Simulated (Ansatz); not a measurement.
Calculated with Ansatz (gas phase, PBE0-D4/def2-TZVP geometries, no zero-point term in ΔE). CBS: MP2 limit from def2 TZ/QZ plus the TZ coupled-cluster correction, frozen cores. This one scheme is used for every species. DFT in def2-TZVPP. Elements past krypton have def2 core potentials. For I, In outer-core shells are correlated without core-valence functions, which leaves a few kJ/mol of doubt a bond. One conformer a species, not always the lowest.

Reaction (formal hydrolysis of a C–F bond): `F[CH2][InH][I]` + H₂O → `O[CH2][InH][I]` + H–F

```csv
species,B2PLYP energy (Eh)
`F[CH2][InH][I]`,-627.20918
H₂O,-76.41329
`O[CH2][InH][I]`,-603.18521
H–F,-100.43758
```

Q: Work out ΔE.

A: ΔE = (-603.18521) + (-100.43758) − (-627.20918) − (-76.41329) = -0.00032 Eh = -0.8 kJ/mol. CCSD(T)/CBS gives -7.0 kJ/mol.

Largest T1 diagnostic among the species: 0.012.

Leaving LDA and LC-ωPBE aside and taking each functional with its dispersion term where it has one, the values, not all of them listed here, spread over 10.2 kJ/mol, from revPBE-D4 to CAM-B3LYP-D4. LDA lies −11.1 kJ/mol from PBE without D4. In def2-TZVPP, CCSD(T) changes the Hartree–Fock value by −20.4 kJ/mol (the triples alone add −3.1 kJ/mol) and MP2 by −26.8 kJ/mol.
